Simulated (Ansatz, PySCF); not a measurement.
This PySCF input computes a PBE0/def2-TZVPD energy:

```python
from pyscf import gto, scf, dft

mol = gto.M(
    atom='''
    Si   -0.60307935   -0.32319345   -0.85065925
    N     0.49551114    0.59934431    0.13521028
    C     0.80910831    0.26303722    1.48347795
    H     1.08137138    1.15568481    2.05582122
    H     0.03568199   -0.30053864    2.02338525
    H     1.71213204   -0.37031874    1.47288542
    H     0.21343260   -1.09128417   -1.82397017
    H    -1.46651603    0.62777381   -1.58633301
    H    -1.45621879   -1.27024225   -0.07989873
    ''',
    basis='def2-tzvpd',
    charge=0,
    spin=1,
    verbose=4,
)

mf = dft.UKS(mol, xc='pbe0').density_fit(auxbasis='def2-universal-jkfit')
mf.grids.level = 3
mf.conv_tol = 1e-9
mf.max_cycle = 100
mf.max_memory = 1500
mf.kernel()
if not mf.converged:
    mf = mf.newton()
    mf.kernel(mf.make_rdm1())
for _ in range(2):
    mo, _, stable, _ = mf.stability(return_status=True)
    if stable:
        break
    mf.kernel(mf.make_rdm1(mo, mf.mo_occ))
mf.analyze()
```

### Question
Write an input for the same energy in Ansatz (a program for electronic structure) and say what it gives.

### Answer

Ansatz 0.2 input:
```yaml
crystal:
  periodic: [false, false, false]
  atoms:
    - {symbol: Si, position_ang: [-0.60307935, -0.32319345, -0.85065925]}
    - {symbol: N, position_ang: [0.49551114, 0.59934431, 0.13521028]}
    - {symbol: C, position_ang: [0.80910831, 0.26303722, 1.48347795]}
    - {symbol: H, position_ang: [1.08137138, 1.15568481, 2.05582122]}
    - {symbol: H, position_ang: [0.03568199, -0.30053864, 2.02338525]}
    - {symbol: H, position_ang: [1.71213204, -0.37031874, 1.47288542]}
    - {symbol: H, position_ang: [0.21343260, -1.09128417, -1.82397017]}
    - {symbol: H, position_ang: [-1.46651603, 0.62777381, -1.58633301]}
    - {symbol: H, position_ang: [-1.45621879, -1.27024225, -0.07989873]}
basis:
  gaussian:
    orbitals: def2-TZVPD
hamiltonian:
  xc: {name: PBE0}
magnetization: {spin_polarized: true, initial_magnetization: 1}
output: {forces: true}
```
It gives -385.70303 Eh, and PySCF -385.70310 Eh, a difference of 0.07 mEh, from the treatment of integrals and grids.

It need not be the lowest isomer of its formula.
